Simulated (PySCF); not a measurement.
The numbers are results of PySCF with M06-2X/def2-TZVP // B3LYP-D3(BJ)/def2-TZVP, not measurements. Gas-phase values, no solvent. Delta-SCF ions had no search for a lower state. Excitations are Tamm–Dancoff values on a coarser integration grid. The basis has no diffuse functions, so Rydberg states are missing or too high.

Reference species (SMILES): `C#CNC#C` (neutral, multiplicity 1).

- vertical ionisation energy (Delta-SCF): 8.80 eV
- S1 oscillator strength: 0.000
- S1 excitation (TDA): 5.10 eV

After one change: the vertical ionisation energy (Delta-SCF) rises by 1.65 eV; the S1 oscillator strength hardly moves; the S1 excitation (TDA) rises by 0.29 eV.

Problem. Name the change that produced these shifts. The new species is one of these.
A) `C#CC#CN`
B) `N#CC1=CC1`
C) `CC#CC#N`
D) `N#CC1C=C1`

Solution. B, `N#CC1=CC1`
